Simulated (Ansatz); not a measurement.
Relaxed structures of GeSiH₄O, closed shell (PBE0-D4/def2-TZVP; forces vanish, vibrations not checked; lower isomers may exist, and structures with a doubtful reference or unclear bonds are left out; Å). Program: Ansatz 0.2.0. Basis: def2-TZVPP. Cores are frozen in the correlated methods. Filled d shells of the heavier atoms are correlated. The def2 sets are not built for correlating such inner shells, so the correlated values are less sure here.

Rank them by CCSD(T) energy, lowest first, and give each one's height above the lowest. Links in brackets join atoms within 1.22 times the sum of their covalent radii (1.1 for two metals). (To be estimated.)
A.
GeSiH₄O ([O]1[SiH2][GeH2]1)
```
7
angstrom
O -0.8066 -0.5236 0.7376
Si -0.6597 -0.2390 -0.8819
Ge 0.8578 0.3714 0.6720
H -0.4749 -1.4204 -1.7610
H -1.6157 0.7206 -1.4882
H 0.7567 1.6584 1.5027
H 1.9424 -0.5675 1.2189
```
B.
GeSiH₄O ([OH]1[SiH][GeH2]1)
```
7
angstrom
O -0.7220 -0.8308 0.8214
Si -0.9506 -0.1852 -0.9496
Ge 0.8492 0.3624 0.5087
H -0.1142 -1.3423 -1.4770
H -1.3597 -0.4501 1.4329
H 0.6463 1.3899 1.6533
H 1.9819 -0.5761 0.9855
```
C.
GeSiH₄O ([SiH3][O][GeH])
```
7
angstrom
O 0.0173 -0.3731 0.1139
Si -0.8161 -0.1283 -1.2809
Ge 1.4608 0.3886 0.8475
H -0.8009 -1.3764 -2.0857
H -2.2200 0.2308 -0.9559
H -0.2035 0.9723 -2.0772
H 1.4234 -0.5580 2.1426
```

The calculation gives: C (0.000 eV), A (0.641 eV), B (1.622 eV). Heights count from the lowest.

No T1 diagnostic of these runs exceeds 0.015. The restricted Hartree–Fock reference is unstable towards an unrestricted one at one or more of these structures.

For scale, one of the runs: CCSD(T)/def2-TZVPP, 177 basis functions, launched by `ansatz run in.yaml --threads 2 --pin off --events-out ev --progress --plain --max-ram 4352MiB`. Time: 60 s of wall clock on 2 CPU threads of an Arm Neoverse V1; the host was shared. Peak host memory: 1.6 GiB.
